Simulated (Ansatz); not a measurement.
Calculated with Ansatz (gas phase, PBE0-D4/def2-TZVP geometries, no zero-point term in ΔE). CCSD(T)/CBS is the MP2 limit (def2-TZVPP, def2-QZVPP) plus CCSD(T) − MP2 in def2-TZVPP, frozen cores. This one scheme is used for every species. Each species was taken in one conformer, which may not be the lowest.

Reaction (formal exchange of groups at a B–F bond): `F[BH][AlH][F]` + CH₄ → `C[BH][AlH][F]` + H–F

```csv
species,CCSD(T)/CBS(def2) energy (Eh)
`F[BH][AlH][F]`,-467.68823
CH₄,-40.46206
`C[BH][AlH][F]`,-407.70477
H–F,-100.39570
```

Problem. Work out ΔE.

Solution. ΔE = (-407.70477) + (-100.39570) − (-467.68823) − (-40.46206) = 0.04982 Eh = +1.36 eV.

Problem. What do rigid-rotor, harmonic-oscillator terms from PBE0-D4/def2-TZVP frequencies (298.15 K, 1 bar) make of the CCSD(T)/CBS value? (An estimate is asked.)

Solution. The calculation gave: ΔZPE = -0.05 eV, ΔH = +1.31 eV, ΔS = 0 J/(mol·K), ΔG = +1.31 eV. Modes under 50 cm⁻¹ make the entropy rough.

Largest T1 diagnostic among the species: 0.014.

From BLYP to BHLYP (50 % exact exchange), in def2-TZVPP and without D4, ΔE moves by −0.03 eV. At CCSD(T), def2-SVP lies +0.23 eV from the extrapolated value and def2-TZVPP +0.05 eV. Leaving LDA and LC-ωPBE aside and taking each functional with its dispersion term where it has one, the values, not all of them listed here, spread over 0.15 eV, from PBE0-D4 to CAM-B3LYP-D4. LDA lies −0.05 eV from PBE without D4.
